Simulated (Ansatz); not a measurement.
Relaxation of AsFGaH3 (6 atoms, charge 0, multiplicity 1), to a largest force component of 0.015 eV/Å in at most 40 steps.

These are results of Ansatz, RKS revPBE-D4/def2-SVPD, not measurements.

```xyz
6
Properties=species:S:1:pos:R:3:forces:R:3
F -0.201 -1.499 0.254 1614.07 -1838.25 1178.52
Ga -0.525 -1.129 0.018 -1440.35 1736.78 -1048.73
As 1.028 0.734 0.344 2.06 2.91 0.21
H -0.959 -0.897 -0.304 -175.88 98.51 -130.19
H 2.193 -0.198 -0.116 -0.09 0.12 0.31
H 1.167 0.343 1.838 0.21 -0.08 -0.13
```

**Question.** Where does it end, and by what steps?

**Answer.** The run converged. After 22 steps the energy has fallen by 518.260 eV; F1 moved furthest, 1.46 Å. The start is strongly strained (largest force component 1838 eV/Å).

```csv
step,energy less start (eV),largest force component (eV/Å),accepted
0,0.0000,1838.253,yes
1,-346.9303,461.277,yes
2,-447.8792,170.526,yes
3,-480.8775,96.047,yes
4,-504.1823,34.619,yes
5,-512.9389,16.979,yes
6,-516.7315,6.463,yes
7,-517.1716,5.015,yes
8,-517.7707,3.494,yes
9,-518.0103,1.048,yes
10,-518.1372,0.708,yes
11,-518.1595,0.447,yes
12,-518.1902,0.064,yes
13,-518.2043,0.070,yes
14,-518.2084,0.428,yes
15,-518.2391,0.074,yes
16,-518.2456,0.287,yes
17,-518.2474,0.339,yes
18,-518.2383,0.263,no
19,-518.2575,0.142,yes
20,-518.2588,0.085,yes
21,-518.2596,0.020,yes
22,-518.2597,0.009,yes
```

```xyz
6
Properties=species:S:1:pos:R:3
F 0.304 -2.500 -0.684
Ga -0.312 -0.925 -0.037
As 1.458 0.735 0.169
H -1.873 -0.912 0.180
H 2.305 -0.303 0.931
H 0.821 1.259 1.474
```

Whether the end is a true minimum wasn't checked by a vibrational analysis.

Run time: 41 s on 2 threads of Intel(R) Xeon(R) 6975P-C (Granite Rapids) (shared host), peak memory 0.19 GiB.
